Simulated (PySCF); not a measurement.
Parent: `[F:1][C@@H:2]([SiH3:3])[GeH3:4]`, CH7FGeSi.

Method used: PBE0-D3(BJ)/def2-SVP geometry optimisation, gas phase in PySCF 2.14.0. One conformer each, not checked by frequencies here.

| coordinate of the parent | value |
| --- | --- |
| F1–C2 | 1.395 Å |
| C2–Si3 | 1.900 Å |
| C2–Ge4 | 1.977 Å |
| F1–C2–Si3 | 108.7° |
| F1–C2–Ge4 | 107.9° |
| Si3–C2–Ge4 | 114.7° |

Q: How does the shared frame change in `[SiH3:1][C@@H:2]([GeH3:3])[c:4]1[cH:5][cH:6][cH:7][cH:8][n:9]1` with Si1–C2–C4–C5 78°, C6H11GeNSi? Atoms pair as C2 = C2, Si3 = Si1, Ge4 = Ge3 (parent first).

A: 
```tsv
parent	relative	value in the relative	change
C2–Si3	C2–Si1	1.895 Å	-0.005
C2–Ge4	C2–Ge3	1.977 Å	0.000
Si3–C2–Ge4	Si1–C2–Ge3	110.5°	-4.2
```

Of the parent's bonds, C2–Si3 changes most (-0.005 Å). Bonds of the relative outside the shared frame: C2–C4 1.499, C4–C5 1.404, C5–C6 1.389, C6–C7 1.394, C7–C8 1.392, C8–N9 1.330, C4–N9 1.336 Å. Point group C1 → C1.

Q: How does the shared frame change in `[N:1]#[C:2][CH2:3][C@H:4]([SiH3:5])[GeH3:6]` with C2–C3–C4–Si5 -173°, C3H9GeNSi? Atoms pair as C2 = C4, Si3 = Si5, Ge4 = Ge6 (parent first).

A: 
| parent | relative | value in the relative | change |
| --- | --- | --- | --- |
| C2–Si3 | C4–Si5 | 1.891 Å | -0.009 |
| C2–Ge4 | C4–Ge6 | 1.978 Å | +0.001 |
| Si3–C2–Ge4 | Si5–C4–Ge6 | 111.0° | -3.7 |

Of the parent's bonds, C2–Si3 changes most (-0.009 Å). Bonds of the relative outside the shared frame: N1≡C2 1.157, C2–C3 1.460, C3–C4 1.540 Å. Point group C1 → C1.

Q: How does the shared frame change in `[SiH3:1][C@H:2]([GeH3:3])[c:4]1[cH:5][cH:6][cH:7][o:8]1` with Si1–C2–C4–C5 -75°, C5H10GeOSi? Atoms pair as C2 = C2, Si3 = Si1, Ge4 = Ge3 (parent first).

A: 
```json
{"parent": "C2–Si3", "relative": "C2–Si1", "value in the relative": "1.899 Å", "change": "-0.001"}
{"parent": "C2–Ge4", "relative": "C2–Ge3", "value in the relative": "1.976 Å", "change": "-0.001"}
{"parent": "Si3–C2–Ge4", "relative": "Si1–C2–Ge3", "value in the relative": "111.3°", "change": "-3.4"}
```

No shared bond changes by more than 0.004 Å. Bonds of the relative outside the shared frame: C2–C4 1.486, C4–C5 1.369, C5–C6 1.431, C6–C7 1.361, C7–O8 1.352, C4–O8 1.356 Å. Point group C1 → C1.

Q: How does the shared frame change in `[SiH3:1][C@H:2]([Cl:3])[GeH3:4]`, CH7ClGeSi? Atoms pair as C2 = C2, Si3 = Si1, Ge4 = Ge4 (parent first).

A: 
```csv
parent,relative,value in the relative,change
C2–Si3,C2–Si1,1.892 Å,-0.008
C2–Ge4,C2–Ge4,1.972 Å,-0.005
Si3–C2–Ge4,Si1–C2–Ge4,114.9°,+0.2
```

Of the parent's bonds, C2–Si3 changes most (-0.008 Å). Bonds of the relative outside the shared frame: C2–Cl3 1.806 Å. Point group C1 → C1.
